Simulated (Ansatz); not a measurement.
System: tribromo(chloro)silane, sum formula SiBr3Cl, charge 0, multiplicity 1. 
Coordinates optimised at B3LYP-D3(BJ)/def2-TZVP (Ansatz, an electronic-structure program):
```
Si
Cl 1 2.0384
Br 1 2.2066 2 109.24
Br 1 2.2066 2 109.24 3 120.00
Br 1 2.2066 2 109.24 4 120.00
```
Charge 0, spin multiplicity 1.

Basis-set convergence of Hartree-Fock and MP2 correlation energies (hartree) with Ansatz. Valence correlation only, unless marked. No spin-orbit coupling. Frozen are the shells of the preceding noble gas and the d and f shells that filled before the atom's block. Non-relativistic.

```csv
basis,functions,E(HF),"E(corr, MP2)"
def2-SVPD,174,-8464.70877,-0.61216
def2-TZVPPD,270,[?],[?]
```

Question: Fill in the missing entries.

Answer: 
- def2-TZVPPD, E(HF): -8465.90875
- def2-TZVPPD, E(corr, MP2): -0.78548
